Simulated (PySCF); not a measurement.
silylphosphine (H₅PSi), singlet, geometry from GFN2-xTB; PBE/6-31G in PySCF.

The PySCF input:
```python
from pyscf import gto, scf, dft

mol = gto.Mole()
mol.atom = '''
    Si   -1.058468    0.091799    0.221558
    P     1.099533   -0.072406   -0.339917
    H    -1.783741   -0.885060   -0.589350
    H    -1.478363    1.454937   -0.099984
    H    -1.306348   -0.172699    1.640990
    H     1.320502   -1.267441    0.319932
    H     1.573497    0.671163    0.725354
'''
mol.basis = '6-31g'
mol.charge = 0
mol.spin = 0
mol.verbose = 4
mol.build()

mf = dft.UKS(mol)
mf.xc = 'pbe'
mf.kernel()
```

### Question
Write the output that PySCF gives for this input, abridged.

### Answer

```
PySCF version 2.14.0

[INPUT] verbose = 4
[INPUT] num. atoms = 7
[INPUT] num. electrons = 34
[INPUT] charge = 0
[INPUT] spin (= nelec alpha-beta = 2S) = 0
[INPUT] symmetry False subgroup None
[INPUT] Mole.unit = angstrom
[INPUT] Symbol           X                Y                Z      unit          X                Y                Z       unit  Magmom
[INPUT]  1 Si    -1.058468000000   0.091799000000   0.221558000000 AA   -2.000214631616   0.173474968509   0.418683940706 Bohr   0.0
[INPUT]  2 P      1.099533000000  -0.072406000000  -0.339917000000 AA    2.077816234921  -0.136827509775  -0.642350035084 Bohr   0.0
[INPUT]  3 H     -1.783741000000  -0.885060000000  -0.589350000000 AA   -3.370781967158  -1.672521003808  -1.113710091512 Bohr   0.0
[INPUT]  4 H     -1.478363000000   1.454937000000  -0.099984000000 AA   -2.793701182690   2.749432458496  -0.188942376839 Bohr   0.0
[INPUT]  5 H     -1.306348000000  -0.172699000000   1.640990000000 AA   -2.468639943373  -0.326353811986   3.101021673150 Bohr   0.0
[INPUT]  6 H      1.320502000000  -1.267441000000   0.319932000000 AA    2.495387126940  -2.395116369045   0.604583858484 Bohr   0.0
[INPUT]  7 H      1.573497000000   0.671163000000   0.725354000000 AA    2.973478387825   1.268314254941   1.370720403358 Bohr   0.0

nuclear repulsion = 91.4629965879161
number of shells = 24
number of NR pGTOs = 112
number of NR cGTOs = 36
basis = 6-31g
ecp = {}

******** <class 'pyscf.dft.uks.UKS'> ********
method = UKS
initial guess = minao
damping factor = 0
level_shift factor = 0
DIIS = <class 'pyscf.scf.diis.CDIIS'>
diis_start_cycle = 1
diis_space = 8
diis_damp = 0
SCF conv_tol = 1e-09
SCF conv_tol_grad = None
SCF max_cycles = 50
direct_scf = True
direct_scf_tol = 1e-13
number electrons alpha = 17  beta = 17
XC library pyscf.dft.libxc version 7.1.2
    S. Lehtola, C. Steigemann, M. J. T. Oliveira, and M. A. L. Marques,  SoftwareX 7, 1–5 (2018)
XC functionals = pbe
    J. P. Perdew, K. Burke, and M. Ernzerhof,  Phys. Rev. Lett. 77, 3865 (1996)
    J. P. Perdew, K. Burke, and M. Ernzerhof,  Phys. Rev. Lett. 78, 1396 (1997)
    J. P. Perdew, K. Burke, and M. Ernzerhof,  Phys. Rev. Lett. 77, 3865 (1996)
    J. P. Perdew, K. Burke, and M. Ernzerhof,  Phys. Rev. Lett. 78, 1396 (1997)
radial grids:
    Treutler-Ahlrichs [JCP 102, 346 (1995); DOI:10.1063/1.469408] (M4) radial grids

becke partition: Becke, JCP 88, 2547 (1988); DOI:10.1063/1.454033
pruning grids: <function nwchem_prune>
grids dens level: 3
symmetrized grids: False
atomic radii adjust function: <function treutler_atomic_radii_adjust>
small_rho_cutoff = 0
Set gradient conv threshold to 3.16228e-05
tot grids = 87400
init E= -633.308063939801
cycle= 1 E= -633.399616818181  delta_E= -0.0916  |g|= 0.108  |ddm|= 1.58
cycle= 2 E= -633.396951730869  delta_E= 0.00267  |g|= 0.127  |ddm|= 0.464
cycle= 3 E= -633.41025878139  delta_E= -0.0133  |g|= 0.0152  |ddm|= 0.263
cycle= 4 E= -633.410477151872  delta_E= -0.000218  |g|= 0.00367  |ddm|= 0.0473
cycle= 5 E= -633.41049327155  delta_E= -1.61e-05  |g|= 0.000708  |ddm|= 0.0114
cycle= 6 E= -633.410493748069  delta_E= -4.77e-07  |g|= 0.00013  |ddm|= 0.00159
cycle= 7 E= -633.410493764294  delta_E= -1.62e-08  |g|= 1.8e-05  |ddm|= 0.000289
cycle= 8 E= -633.410493764829  delta_E= -5.34e-10  |g|= 5.1e-06  |ddm|= 5.94e-05
Extra cycle  E= -633.410493764864  delta_E= -3.54e-11  |g|= 3.11e-06  |ddm|= 1.92e-05
converged SCF energy = -633.410493764864  <S^2> = 2.4506619e-11  2S+1 = 1
```
